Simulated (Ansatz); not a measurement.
H5OPSSi can be A, `O[SiH](P)S`, or B, `OP([SiH3])S`.

Program: Ansatz. Geometries: PBE0-D4/def2-TZVP. ΔE: electronic, gas phase. CCSD(T)/CBS is the MP2 limit (def2-TZVPP, def2-QZVPP) plus CCSD(T) − MP2 in def2-TZVPP, frozen cores. Functionals use def2-TZVPP. B3LYP here is the variant with VWN-RPA as its local correlation; programs differ in this. One conformer a species, not always the lowest.

A:

Z-matrix (Å, degrees):
```
Si
P 1 2.249
S 1 2.137 2 103.4
O 1 1.644 2 110.7 3 121.8
H 1 1.480 2 115.4 3 -120.5
H 2 1.421 1 92.6 3 167.7
H 2 1.420 1 93.1 3 73.6
H 3 1.344 1 94.4 2 -169.2
H 4 0.959 1 117.1 2 -64.5
```

B:

Z-matrix (Å, degrees):
```
Si
P 1 2.276
H 1 1.486 2 107.8
H 1 1.484 2 109.1 3 -119.5
H 1 1.491 2 110.8 3 119.1
S 2 2.112 1 92.2 3 -167.2
O 2 1.647 1 102.1 3 -60.6
H 6 1.345 2 96.5 1 -160.3
H 7 0.963 2 114.7 1 -50.4
```

(1) Which isomer does CCSD(T)/CBS put lower? Give the gap. (Estimate.)

(2) Give E(B) − E(A) in kJ/mol with r2SCAN-D4, ωB97M-V, BLYP-D4, LDA (SPW92), PBE0-D4, CCSD/def2-TZVPP, B3LYP-D4. (An estimate is asked.)

(3) Does the order hold for the free energy at 298.15 K (harmonic terms from PBE0-D4)? (Estimate.)

Largest T1 diagnostic: 0.014.

Answers

(1) Computed: A, by 155.3 kJ/mol.

(2) The calculation gave: r2SCAN-D4 151.2, ωB97M-V 150.5, BLYP-D4 136.0, LDA (SPW92) 139.5, PBE0-D4 147.4, CCSD/def2-TZVPP 161.4, B3LYP-D4 145.0. None reverses the order clearly.

(3) Ansatz gave: Yes: G(B) − G(A) = +154.3 kJ/mol, for one conformer each.

Leaving LDA and LC-ωPBE aside and taking each functional with its dispersion term where it has one, the values, not all of them listed here, spread over 23.1 kJ/mol, from revPBE-D4 to PBE-QIDH. From BLYP to BHLYP (50 % exact exchange), in def2-TZVPP and without D4, E(B) − E(A) moves by +17.7 kJ/mol.
